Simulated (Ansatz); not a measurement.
Compare A (`N[Si]1(F)CO1`) with its isomer B (`OC1(F)N[SiH2]1`).

Computed with Ansatz on PBE0-D4/def2-TZVP structures; ΔE is electronic, products minus reactants. CBS: MP2 limit from def2 TZ/QZ plus the TZ coupled-cluster correction, frozen cores. DFT in def2-TZVPP. B3LYP here is the variant with VWN-RPA as its local correlation; programs differ in this. Each species was taken in one conformer, which may not be the lowest.

A:

```xyz
9

N    -1.534    0.649   -0.142
Si    0.125    0.416   -0.205
F     0.756    1.854   -0.425
C     1.135   -0.905    0.451
O     0.722   -0.858   -1.018
H    -2.194   -0.107   -0.155
H    -1.952    1.554   -0.018
H     2.213   -0.819    0.565
H     0.729   -1.784    0.947
```

B:

```xyz
9

O    -0.981   -1.537   -0.195
C    -0.191   -0.456   -0.425
F     0.332   -0.521   -1.704
N     0.801   -0.115    0.555
Si   -0.299    1.210    0.362
H    -0.415   -2.297   -0.006
H     1.780   -0.228    0.332
H     0.091    2.379   -0.458
H    -1.119    1.565    1.539
```

(1) Which is lower in electronic energy at CCSD(T)/CBS, and by how much? (Estimate.)

(2) Give E(B) − E(A) in kJ/mol with B3LYP-D4, PBE0-D4, CCSD(T)/def2-SVP, LDA (SPW92), r2SCAN-D4, CCSD(T)/def2-TZVPP, PBE-D4. (An estimate is asked.)

(3) Does the order hold for the free energy at 298.15 K (harmonic terms from PBE0-D4)? (Estimate.)

Largest T1 diagnostic: 0.013.

Results:

(1) Ansatz gave: A, by 368.9 kJ/mol.

(2) Computed: B3LYP-D4 353.8, PBE0-D4 339.2, CCSD(T)/def2-SVP 294.4, LDA (SPW92) 312.8, r2SCAN-D4 354.3, CCSD(T)/def2-TZVPP 362.7, PBE-D4 326.7. None reverses the order clearly.

(3) The calculation gave: Yes: G(B) − G(A) = +356.6 kJ/mol, for one conformer each.

Leaving LDA and LC-ωPBE aside and taking each functional with its dispersion term where it has one, the values, not all of them listed here, spread over 39.8 kJ/mol, from PBE-D4 to BHLYP-D4. LDA lies −13.7 kJ/mol from PBE without D4. From r2SCAN to r2SCAN0 (25 % exact exchange), in def2-TZVPP and without D4, E(B) − E(A) moves by +4.6 kJ/mol.
